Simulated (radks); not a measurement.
Excited configurations of La+: one electron is placed in a higher orbital outside [Xe] 5d1. The ground configuration is [Xe] 5d2. Method: Dirac Kohn-Sham, PBEsol, spin-unpolarised, spherical densities, finite nucleus; open shells fill j = l - 1/2 first; Fermi nuclear charge, rms radius 4.855 fm; computed with a radial shooting solver on a logarithmic mesh with Libxc functionals. Excitation = E - E(ground); binding = E(ion) - E, where the ion is the core of charge +2; n* = 2/sqrt(2 binding) in atomic units, and the quantum defect is n - n*.

outer orbital  excitation (eV)  binding (eV)     n*  quantum defect  eigenvalue (eV)  <r> (bohr)
4f5/2                    0.890         9.982  2.335           1.665           -3.669       1.479
5f5/2                    7.343         3.529  3.927           1.073           -2.483       8.554
6s1/2                    0.045        10.827  2.242           3.758           -8.352       4.037
6p1/2                    2.825         8.047  2.601           3.399           -6.078       4.880
6d3/2                    6.159         4.713  3.398           2.602           -3.532       7.553
6f5/2                    8.480         2.391  4.771           1.229           -1.790       14.63
7s1/2                    5.679         5.193  3.237           3.763           -4.106       8.183
7p1/2                    6.604         4.267  3.571           3.429           -3.341       9.534
7d3/2                    7.984         2.887  4.342           2.658           -2.238       13.34

Estimate the row for 7f5/2.

Answer. excitation (eV) 9.165; binding (eV) 1.706; n* 5.647; quantum defect 1.353; eigenvalue (eV) -1.330; <r> (bohr) 22.06. The Delta-SCF ionisation energy is 10.872 eV (NIST Atomic Spectra Database: 11.185 eV, measured). Self-interaction in the functional shifts the binding energies and quantum defects, so they are the method's values and not measured ones. Spin polarisation and multiplet splitting are left out, so open shells lie too high by an amount that depends on their filling.

Beside tabulated values, note that spin-unpolarised runs miss the spin-polarisation part of the exchange energy of open shells.
